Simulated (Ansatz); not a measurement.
A single point on Cl2H2MoO3, SMILES `[O]=[Mo]([OH])([OH])([Cl])[Cl]`.

```yaml
crystal:
  periodic: [false, false, false]
  atoms:
    - {symbol: O, position_ang: [-1.291380, 1.358859, -0.709567]}
    - {symbol: Mo, position_ang: [-0.344804, 0.090489, -0.252857]}
    - {symbol: O, position_ang: [-1.129908, -0.341502, 1.369587]}
    - {symbol: O, position_ang: [1.082463, 0.306790, -1.415350]}
    - {symbol: Cl, position_ang: [1.414454, 0.638508, 1.272577]}
    - {symbol: Cl, position_ang: [-1.097423, -1.775412, -1.285439]}
    - {symbol: H, position_ang: [-0.641327, -0.527138, 2.177910]}
    - {symbol: H, position_ang: [2.007915, 0.249416, -1.156860]}
basis:
  gaussian: {orbitals: def2-QZVPP}
correlation: {method: mp2}
```

```sh
$ ansatz run in.yaml --threads 2 --pin off --events-out ev --progress --plain --max-ram 32768MiB --backend cuda --devices 0, --max-vram 18GiB
```

Output, abridged:

```
Functional definition: HF
  name "HF"
  cite "Fock, Z. Phys. 61, 126 (1930) doi:10.1007/BF01340294"
  parent pbe
  exchange = exact_x
  correlation = 0
2813 factors; integrals over basis functions are off by at most 8.8e-4 eV
mean field evaluation 1: about -32981.6399 eV, gradient 8.7e1 eV
mean field evaluation 2: about -32981.9606 eV, gradient 8.7e1 eV
mean field evaluation 4: about -32994.9702 eV, gradient 1.5e1 eV
mean field evaluation 8: about -32995.3944 eV, gradient 1.6e0 eV
mean field evaluation 16: about -32995.4059 eV, gradient 2.5e-6 eV
mean field -32995.40585272 eV, -1212.5587999980 hartree, gradient 2.7e-6 eV, S^2 0.000000; 0 other end points of the search recorded, 0 dependent functions left out
13 core orbitals not correlated: weight in the atoms' cores, before any rotation towards them, 1.000 or more for the frozen orbitals, at most 0.000 for the correlated occupied ones
reference -32995.40585272 eV, -1212.5587999980 hartree; 24, 24 occupied and 415, 415 virtual orbitals, 2813 factors
second order -51.18847498 eV of doubles, -0.00000000 eV of singles
Total energy: -33046.59432769 eV, -1214.4399417566 hartree
```

Run time 6 s (2 threads of an AMD EPYC 7R13 on a shared host and a share of an NVIDIA H100 80 GB); peak host memory 0.94 GiB.
